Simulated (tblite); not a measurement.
C4H5N, charge +1, doublet, at a GFN2-xTB geometry (a state made from the parent by changing its charge; the spin is typed, not shown lowest); GFN1-xTB (tblite 0.6.0).

Input for tblite:
```
$ tblite run mol.xyz --method gfn1 --charge 1 --spin 1 --json tblite.json --no-restart

# file mol.xyz
10

C     -0.06357162    -1.13644082     0.44125941
C     -1.15680579    -0.37198786     0.11693738
C     -0.66289635     0.87577033    -0.35727821
N      0.68645322     0.84847991    -0.31398155
C      1.08891418    -0.34919756     0.16241899
H     -0.05172893    -2.13645287     0.83118679
H     -2.19353832    -0.63877508     0.19579139
H     -1.22005152     1.73058867    -0.70383313
H      1.29945642     1.60617307    -0.59436729
H      2.12684727    -0.60975777     0.28906760
```

Problem. What does tblite print? Leave out banner, timings and long lists.

Solution. 
```
xTB calculator
 | screened Coulomb repulsion
 | Coulomb electrostatics
 |  * isotropic Klopman-Ohno-Mataga-Nishimoto electrostatics
 |  * onsite third-order electrostatics
 | DFT-D3(BJ) dispersion correction

halogen bonding energy    0.0000000000000E+00 Eh
repulsion energy          2.2336365778823E-01 Eh
dispersion energy        -3.1376806447086E-03 Eh
number of electrons       2.5000000000000E+01 e
integral cutoff           1.9731147476801E+01 bohr

------------------------------------------------------------
  cycle        total energy    energy error   density error
------------------------------------------------------------
      1     -13.77639967203  -1.3996626E+01   6.1319064E-01
      2     -13.80302733163  -2.6627660E-02   3.5581867E-01
      3     -13.80327594050  -2.4860886E-04   6.2667418E-02
      4     -13.80365207894  -3.7613844E-04   5.2694890E-03
      5     -13.80368739259  -3.5313652E-05   2.1824135E-03
      6     -13.80369010163  -2.7090357E-06   3.7630214E-04
      7     -13.80369019300  -9.1375929E-08   2.4584150E-05
      8     -13.80369019331  -3.0805047E-10   7.0308349E-06
------------------------------------------------------------

electronic energy        -1.4023916170454E+01 Eh
total energy             -1.3803690193310E+01 Eh

Post processing:
 | Mayer-Wiberg bond orders

[Info] JSON dump of results written to 'tblite.json'
```
